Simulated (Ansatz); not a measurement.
The cluster Os₄. Charge 0, multiplicity 3. Geometry PBE-D4/def2-SVP, that of the charge +1 doublet; atoms count from 1.

Cartesian coordinates in Å:
```
Os 0.307 0.287 1.550
Os -1.413 0.753 0.121
Os -0.310 -0.286 -1.552
Os 1.415 -0.753 -0.119
```

In the def2 sets Os takes a core potential; there is no spin–orbit coupling. The charge 0 triplet is spin-contaminated (final ⟨S²⟩ up to 3.47, 2.00 for a pure state). The structure comes from a short search, and lower isomers may exist.

Estimate the Mulliken populations from the PBE0/def2-TZVP orbitals of Ansatz.


| atom | charge (e) | spin (α − β) | d electrons |
| --- | --- | --- | --- |
| Os1 | 0.02 | 1.62 | 6.66 |
| Os2 | -0.01 | 0.91 | 6.67 |
| Os3 | 0.01 | -1.21 | 6.59 |
| Os4 | -0.03 | 0.68 | 6.71 |
Mulliken values and Mayer orders depend strongly on the basis.

Where does the spin sit?

Summed by element: Os 2.00, of 2 unpaired in all. Largest on single atoms: Os1 1.62, Os3 -1.21, Os2 0.91.

And the Mayer bond orders between bonded heavy atoms (over 0.3)?

Os1–Os2 1.90 (2.28 Å); Os1–Os3 0.34 (3.21 Å); Os1–Os4 2.12 (2.26 Å); Os2–Os3 1.99 (2.26 Å); Os2–Os4 0.41 (3.21 Å); Os3–Os4 1.85 (2.29 Å).
